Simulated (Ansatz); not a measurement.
Energy on a grid of two coordinates

CH3BSi2, closed shell, PBE0-D4/def2-TZVP minimum:

```
7
angstrom
B -0.3186 -0.2110 -1.2334
Si -0.1162 -1.7728 -0.1101
C -0.3263 -1.0303 1.4753
Si 0.4506 0.4277 0.5486
H -0.9898 0.1687 -2.1349
H -0.5449 1.5303 0.6995
H 1.8452 0.8874 0.7549
```

Rows set the bond length Si4–H7 (Å; 1.483 at the minimum), columns the angle H6–Si4–Si2 (°; 123.7), set in this order; the parts move rigidly, in a bend the first-named atom's side turns in the plane, and in a torsion the whole end group turns. CCSD(T) energies count from the value at that structure, in eV. Computed with Ansatz 0.2.0 (basis: def2-TZVPP); correlated methods freeze the cores.

| Si4–H7 \ H6–Si4–Si2 | 105.7 | 111.7 | 117.7 | 123.7 | 129.7 | 135.7 | 141.7 |
| --- | --- | --- | --- | --- | --- | --- | --- |
| 1.305 | 0.568 | 0.449 | 0.376 | 0.351 | 0.374 | 0.450 | 0.579 |
| 1.380 | 0.320 | 0.200 | 0.126 | 0.098 | 0.119 | 0.190 | 0.315 |
| 1.490 | 0.229 | 0.109 | 0.032 | 0.001 | 0.017 | 0.083 | 0.200 |
| 1.618 | 0.382 | 0.262 | 0.183 | 0.149 | 0.159 | 0.217 | 0.325 |
| 1.760 | 0.731 | ? | ? | 0.491 | 0.496 | 0.546 | 0.643 |
| 1.913 | 1.197 | ? | 0.996 | 0.955 | 0.954 | 0.996 | 1.082 |
| 2.076 | 1.711 | 1.595 | 1.514 | ? | 1.466 | 1.500 | 1.575 |

**Question.** Fill in the withheld cells. (Judge from chemistry; the value comes from the calculation.)

**Answer.** Computed: (1.760, 111.7): 0.610; (1.760, 117.7): 0.530; (1.913, 111.7): 1.077; (2.076, 123.7): 1.471 eV. These count from the CCSD(T) energy at the PBE0-D4 minimum.

The same grid for a cheaper method: PBE0-D4 − CCSD(T), both counted from the minimum, in eV:
| Si4–H7 \ H6–Si4–Si2 | 105.7 | 111.7 | 117.7 | 123.7 | 129.7 | 135.7 | 141.7 |
| --- | --- | --- | --- | --- | --- | --- | --- |
| 1.305 | -0.008 | 0.002 | 0.011 | 0.018 | 0.024 | 0.027 | 0.027 |
| 1.380 | -0.016 | -0.005 | 0.003 | 0.011 | 0.017 | 0.020 | 0.021 |
| 1.490 | -0.028 | -0.018 | -0.009 | -0.001 | 0.005 | 0.009 | 0.010 |
| 1.618 | -0.042 | -0.031 | -0.022 | -0.014 | -0.008 | -0.003 | -0.002 |
| 1.760 | -0.056 | -0.045 | -0.036 | -0.028 | -0.021 | -0.016 | -0.014 |
| 1.913 | -0.067 | -0.056 | -0.047 | -0.039 | -0.032 | -0.027 | -0.025 |
| 2.076 | -0.056 | -0.046 | -0.037 | -0.030 | -0.023 | -0.019 | -0.017 |

T1 diagnostic: at most 0.052. The T1 diagnostic is large here, which may signal multireference character or strong orbital relaxation, so CCSD(T) is less sure. The restricted Hartree–Fock reference is unstable towards an unrestricted one here.

For scale, one of the runs: CCSD(T)/def2-TZVPP, 188 basis functions (an equivalent command: `ansatz run in.yaml --threads 2`). Hardware: 2 CPU threads, shared host. Wall time 47 s; peak host memory 1.8 GiB.
